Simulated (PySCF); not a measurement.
## Electric field gradients and quadrupole coupling constants

Compound: C4H10FNSi2.
Geometry (GFN2-xTB, Å), atoms numbered from 1 in this order:
```xyz
18
C4H10FNSi2 angstrom
N     -2.8345    1.6626    1.3156
C     -2.6338    0.6174    0.8931
C     -2.3464   -0.6632    0.3341
Si    -1.2473   -0.4638   -1.2282
C      0.3309    0.4926   -0.7394
C      1.3797   -0.4071   -0.1009
F      0.7436   -1.2610    0.8088
Si     2.7626    0.5340    0.8466
H     -1.8318   -1.2643    1.0849
H     -3.2839   -1.1581    0.0798
H     -1.9871    0.3021   -2.2358
H     -0.9251   -1.8065   -1.7188
H      0.7835    0.9657   -1.6095
H      0.0594    1.2924   -0.0469
H      1.7909   -1.0827   -0.8607
H      2.1174    1.3355    1.8824
H      3.4477    1.3700   -0.1396
H      3.6654   -0.4595    1.4228
```

Field gradients from the PBE0/pcSseg-1 density (PySCF, non-relativistic), principal values in atomic units, ordered |Vxx| ≤ |Vyy| ≤ |Vzz|:

```csv
atom,Vxx,Vyy,Vzz
N1,0.4243,0.5076,-0.9319
```

**Question.** Find the asymmetry η = (Vxx − Vyy)/Vzz and the couplings χ = eQV/h (234.96 MHz × Q in barn × V in au), with Q(14N) = 0.02044 b.

**Answer.** 
| atom | environment | nucleus | η | χzz (MHz) | χxx (MHz) | χyy (MHz) |
| --- | --- | --- | --- | --- | --- | --- |
| N1 | nitrile nitrogen | 14N | 0.09 | -4.476 | 2.038 | 2.438 |

The tensor is traceless: Vxx + Vyy + Vzz = 0.

**Question.** What is Vzz at N1 in SI units (1 au = 9.71736 × 10²¹ V/m²)?

**Answer.** -0.9319 au = -9.056 × 10²¹ V/m².

**Question.** What couplings would deuterons (Q(2H) = 0.00286 b) have in place of the hydrogens, at this geometry?

**Answer.** 
```tsv
atom	bonded to	bond length (Å)	Vzz (au)	η	χzz (kHz)
H9	C3	1.091	0.3052	0.06	205
H10	C3	1.090	0.3104	0.04	209
H11	Si4	1.466	0.1590	0.02	107
H12	Si4	1.465	0.1601	0.03	108
H13	C5	1.089	0.3149	0.04	212
H14	C5	1.092	0.3024	0.03	203
H15	C6	1.097	0.2876	0.08	193
H16	Si8	1.460	0.1636	0.02	110
H17	Si8	1.463	0.1623	0.02	109
H18	Si8	1.461	0.1638	0.01	110
```

The structure is a single GFN2-xTB conformer in the gas phase; no vibrational or solvent corrections. GFN2-xTB bond lengths can be off by several hundredths of an ångström, more for odd bonds, and the gradients follow them. With a basis this small, the couplings can be 20 % off.

These values come from a run that also computed NMR shieldings. On one thread, Arm Neoverse N1 (aarch64) (shared host), this took 62 s wall and 0.89 GiB of memory at its peak.
